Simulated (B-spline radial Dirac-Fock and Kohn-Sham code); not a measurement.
# L-shell conversion coefficients of Ni against transition energy

Method: a Dirac-Hartree-Slater potential of the neutral atom with a Latter tail (no hole, which puts coefficients of high multipoles low close above an edge), finite nucleus with surface currents. Computed with an atomic code on a B-spline grid. Subshells within 1 keV of threshold and pair formation are left out.

| energy (keV) | E2 | E3 | E4 | E5 | M4 | M5 |
| --- | --- | --- | --- | --- | --- | --- |
| 11.3 | 846 | 212000 | 3.13e+07 | 3.63e+09 | 9.78e+06 | 1.17e+09 |
| 12.8 | 462 | 99600 | 1.32e+07 | 1.38e+09 | 4.08e+06 | 4.33e+08 |
| 13.4 | 370 | 75500 | 9.60e+06 | 9.69e+08 | 2.96e+06 | 3.02e+08 |
| 17.2 | 113 | 16700 | 1.69e+06 | 1.38e+08 | 530000 | 4.23e+07 |
| 20 | 55.9 | 6750 | 592000 | 4.25e+07 | 190000 | 1.31e+07 |
| 23.8 | 25.2 | 2390 | 177000 | 1.08e+07 | 59400 | 3.42e+06 |
| 50 | 0.999 | 32.6 | 1070 | 32200 | 501 | 13400 |
| 69.6 | 0.254 | 5.29 | 117 | 2500 | 66.6 | 1260 |
| 71.9 | 0.223 | 4.44 | 94.2 | 1950 | 54.8 | 1000 |
| 94.5 | 0.0736 | 1.05 | 16.0 | 247 | 11.0 | 152 |
| 100 | 0.0587 | 0.780 | 11.2 | 162 | 7.95 | 104 |
| 148 | 0.0124 | 0.108 | 0.986 | 9.36 | 0.892 | 7.88 |
| 163 | 0.00852 | 0.0671 | 0.554 | 4.75 | 0.531 | 4.27 |
| 170 | 0.00724 | 0.0547 | 0.432 | 3.54 | 0.424 | 3.28 |
| 200 | 0.00387 | 0.0251 | 0.168 | 1.16 | 0.181 | 1.20 |
| 323 | 0.000656 | 0.00283 | 0.0122 | 0.0537 | 0.0171 | 0.0748 |
| 349 | 0.000499 | 0.00203 | 0.00820 | 0.0338 | 0.0120 | 0.0491 |
| 395 | 0.000325 | 0.00120 | 0.00442 | 0.0164 | 0.00683 | 0.0254 |
| 500 | 0.000149 | 0.000469 | 0.00145 | 0.00451 | 0.00246 | 0.00769 |
| 756 | 4.40e-05 | 0.000108 | 0.000257 | 0.000610 | 0.000479 | 0.00115 |
| 940 | 2.50e-05 | 5.46e-05 | 0.000116 | 0.000245 | 0.000219 | 0.000464 |
| 1000 | 2.15e-05 | 4.56e-05 | 9.41e-05 | 0.000193 | 0.000177 | 0.000364 |
| 1090 | 1.75e-05 | 3.57e-05 | 7.09e-05 | 0.000139 | 0.000132 | 0.000261 |
| 1290 | 1.20e-05 | 2.28e-05 | 4.21e-05 | 7.69e-05 | 7.71e-05 | 0.000141 |
| 1450 | 9.35e-06 | 1.70e-05 | 3.01e-05 | 5.24e-05 | 5.39e-05 | 9.40e-05 |
| 1690 | 6.87e-06 | 1.19e-05 | 1.98e-05 | 3.27e-05 | 3.44e-05 | 5.67e-05 |
| 1760 | 6.35e-06 | 1.08e-05 | 1.79e-05 | 2.90e-05 | 3.07e-05 | 4.98e-05 |
| 2000 | 4.99e-06 | 8.17e-06 | 1.30e-05 | 2.02e-05 | 2.16e-05 | 3.36e-05 |
| 2110 | 4.53e-06 | 7.29e-06 | 1.14e-05 | 1.75e-05 | 1.87e-05 | 2.87e-05 |

Q: How fast do they fall between 1760 and 2110 keV?

A: As powers of the energy: E2 E^-1.86, E3 E^-2.17, E4 E^-2.48, E5 E^-2.80, M4 E^-2.73, M5 E^-3.05. Within one type (E or M) the higher multipoles fall faster.
